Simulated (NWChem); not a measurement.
System: CH$_{2}$N cation; SMILES C#[NH+]

Excerpt of the output:

```
             Northwest Computational Chemistry Package (NWChem) 7.3.0
             --------------------------------------------------------

 ORDER OF PRIMARY AXIS IS BEING SET TO 4
 C4V symmetry detected

                             Geometry "geometry" -> ""
                             -------------------------

 Output coordinates in angstroms (scale by  1.889725989 to convert to a.u.)

  No.       Tag          Charge          X              Y              Z
 ---- ---------------- ---------- -------------- -------------- --------------
    1 C                    6.0000     0.00000000     0.00000000     0.59736007
    2 N                    7.0000     0.00000000     0.00000000    -0.53119822
    3 H                    1.0000     0.00000000     0.00000000     1.68045708
    4 H                    1.0000     0.00000000     0.00000000    -1.54622997

 Effective nuclear repulsion energy (a.u.)      29.5945749244

      Symmetry information
      --------------------

 Group name             C4v
 Group number             18
 Group order               8
 No. of unique centers     4

  pbe96 is a nonlocal functional; adding pw91lda local functional.

                                 NWChem DFT Module
                                 -----------------

 Summary of "ao basis" -> "ao basis" (spherical)
 ------------------------------------------------------------------------------
       Tag                 Description            Shells   Functions and Types
 ---------------- ------------------------------  ------  ---------------------
 C                           6-31g*                  6       14   3s2p1d
 N                           6-31g*                  6       14   3s2p1d
 H                           6-31g*                  2        2   2s

      Symmetry analysis of basis
      --------------------------

        a1         16
        a2          0
        b1          2
        b2          2
        e          12

            General Information
            -------------------
          SCF calculation type: DFT
          Wavefunction type:  closed shell.
          No. of atoms     :     4
          No. of electrons :    14
           Alpha electrons :     7
            Beta electrons :     7
          Charge           :     1
          Spin multiplicity:     1
          Use of symmetry is: on ; symmetry adaption is: on
          Maximum number of iterations: 150
          AO basis - number of functions:    32
                     number of shells:    16
          Convergence on energy requested:  1.00D-06
          Convergence on density requested:  1.00D-05
          Convergence on gradient requested:  5.00D-04

              XC Information
              --------------
          PerdewBurkeErnzerhof Exchange Functional  1.000
            Perdew 1991 LDA Correlation Functional  1.000 local
           PerdewBurkeErnz. Correlation Functional  1.000 non-local

             Grid Information
             ----------------
          Grid used for XC integration:  medium
          Radial quadrature: Mura-Knowles
          Angular quadrature: Lebedev.
          Tag              B.-S. Rad. Rad. Pts. Rad. Cut. Ang. Pts.
          ---              ---------- --------- --------- ---------
          C                   0.70       49           7.0       434
          N                   0.65       49           7.0       434
          H                   0.35       45           9.0       434
          Grid pruning is: on
          Number of quadrature shells:   188
          Spatial weights used:  Erf1

      Superposition of Atomic Density Guess
      -------------------------------------

 Sum of atomic energies:         -92.95045747

 Renormalizing density from      15.00 to     14

      Non-variational initial energy
      ------------------------------

 Total energy =     -89.393910
 1-e energy   =    -170.740563
 2-e energy   =      51.752079
 HOMO         =      -0.981880
 LUMO         =      -0.414905

      Symmetry analysis of molecular orbitals - initial
      -------------------------------------------------

 !! scf_movecs_sym_adapt:    4 vectors were symmetry contaminated

  Symmetry fudging

 !! scf_movecs_sym_adapt:    4 vectors were symmetry contaminated

  Numbering of irreducible representations:

     1 a1          2 a2          3 b1          4 b2          5 e

  Orbital symmetries:

     1 a1          2 a1          3 a1          4 a1          5 a1
     6 e           7 e           8 e           9 e          10 a1
    11 a1         12 a1         13 a1         14 e          15 e
    16 e          17 e

     ---------------------------------------------
      Total Density - Mulliken Population Analysis
     ---------------------------------------------

    Atom       Charge   Shell Charges
 -----------   ------   -------------------------------------------------------
    1 C    6     5.32   2.00  0.85  1.64  0.47  0.29  0.06
    2 N    7     7.79   2.00  0.92  2.98  0.84  1.02  0.03
    3 H    1     0.49   0.34  0.14
    4 H    1     0.40   0.32  0.09

   convergence    iter        energy       DeltaE   RMS-Dens  Diis-err
 ---------------- ----- ----------------- --------- --------- ---------
 d= 0,ls=0.0,diis     1    -93.4414287297 -1.23D+02  4.85D-02  1.40D+00
 d= 0,ls=0.0,diis     2    -92.7044884537  7.37D-01  4.26D-02  6.90D+00
 d= 0,ls=0.0,diis     3    -93.5335764135 -8.29D-01  9.59D-03  3.91D-01
 d= 0,ls=0.0,diis     4    -93.5823106602 -4.87D-02  1.52D-03  8.06D-03
 d= 0,ls=0.0,diis     5    -93.5833069170 -9.96D-04  1.57D-04  5.11D-05
  Resetting Diis
 d= 0,ls=0.0,diis     6    -93.5833134901 -6.57D-06  2.55D-05  3.00D-06
 d= 0,ls=0.0,diis     7    -93.5833138191 -3.29D-07  1.24D-05  5.11D-08
 d= 0,ls=0.0,diis     8    -93.5833137693  4.99D-08  9.00D-06  4.99D-07

[...]
```

Level: PBE/6-31G* (spherical d). The geometry was optimised at PBE0-D3(BJ)/def2-TZVP.

Question: Write an input that gives this output.

Answer: This is not unique; one that fits is the input that was run:
```
start job
memory heap 200 mb stack 900 mb global 1100 mb
charge 1
geometry units angstroms noautoz
  C     -0.000289     0.595843     0.000000
  N      0.000538    -0.532715     0.000000
  H     -0.000787     1.678940     0.000000
  H      0.002959    -1.547745     0.000000
end
basis spherical
  * library 6-31g*
end
dft
  xc xpbe96 cpbe96
  iterations 150
  mulliken
end
task dft energy
```
